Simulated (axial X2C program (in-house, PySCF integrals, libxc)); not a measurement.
**Levels of NaCs⁻ by electron attachment to NaCs (EOM-EA-CCSD)**

Computed with an in-house all-electron X2C program for linear molecules (integrals from PySCF): two-component X2C with atomic mean-field Coulomb and Gaunt terms, Gaussian nuclei, basis Cs dyall-acv3z, Na dyall-acv3z with contracted cores.

R = 3.895 Å (near the PBE0 minimum at charge 0 of the determinant lowest at the starting distance; the state shown can have its own minimum elsewhere).

Hartree–Fock spinors of NaCs (one of each Kramers pair; a window near the gap, which can cut inner shells):

```csv
ω,occupied,ε (eV),character
1/2,yes,-19.81,100% Cs p
3/2,yes,-18.02,100% Cs p
1/2,yes,-17.99,99% Cs p
1/2,yes,-3.69,"51% Na s, 33% Cs s, 9% Cs p"
1/2,no,-0.14,"51% Cs p, 30% Cs s, 12% Na p"
1/2,no,0.09,"93% Cs p, 4% Na p, 2% Cs d"
3/2,no,0.09,"94% Cs p, 4% Na p, 2% Cs d"
1/2,no,0.13,"58% Cs p, 29% Cs s, 11% Na p"
1/2,no,0.18,"57% Cs s, 36% Cs p, 5% Na p"
1/2,no,0.36,"52% Cs p, 48% Na p"
```

Levels of NaCs⁻ obtained by attaching an electron to NaCs:

| Ω | binding energy (eV) | above lowest (cm⁻¹) | attached spinor | one-particle weight |
| --- | --- | --- | --- | --- |
| 1/2 | 0.361 | 0 | 47% Cs pσ, 28% Cs sσ, 17% Na pσ | 0.95 |
| 1/2 | -0.046 | 3277 | 85% Cs pπ, 11% Na pπ | 0.98 |
| 3/2 | -0.050 | 3314 | 86% Cs pπ, 11% Na pπ | 0.98 |
| 1/2 | -0.070 | 3470 | 49% Cs sσ, 41% Cs pσ | 0.99 |
| 1/2 | -0.153 | 4143 | 53% Cs pσ, 39% Cs sσ | 0.99 |
| 1/2 | -0.247 | 4901 | 77% Cs pπ, 22% Na pπ | 0.97 |
| 3/2 | -0.255 | 4964 | 75% Cs pπ, 25% Na pπ | 0.97 |

Q: What is the splitting of the first π pair in the table, and is it regular or inverted?

A: E(3/2) − E(1/2) = 3314 − 3277 = 37 cm⁻¹ at EOM-EA-CCSD: regular, Ω = 1/2 lower. Splittings at this level can be off by ten to twenty per cent.

Negative binding energies belong to unbound states, resonances or levels that the basis set holds; within some tenths of an eV of zero the sign is not settled.

This point took 26 s on 1 thread of Arm Neoverse V2, with other jobs on the host.

Reference electrons by ω block (each with its −ω partner): 1/2: 22, 3/2: 9, 5/2: 2. 18 electrons of NaCs correlated (inner shells frozen), 84 natural virtual spinors (a truncated set); levels can be off by some tenths of an eV. Roots sought by Ω: (1/2: 5, 3/2: 4, 5/2: 2, 7/2: 1); rows need 60 % one-particle weight and stop where some Ω has no more roots. Missing are any skipped roots, higher Ω and states of a further excitation; these come out far too high here and may in truth be low or lowest. T1 of the reference 0.011 (Lee–Taylor). Number of frozen shells: Cs 4 s, 3 p, 2 d; Na 1 s.
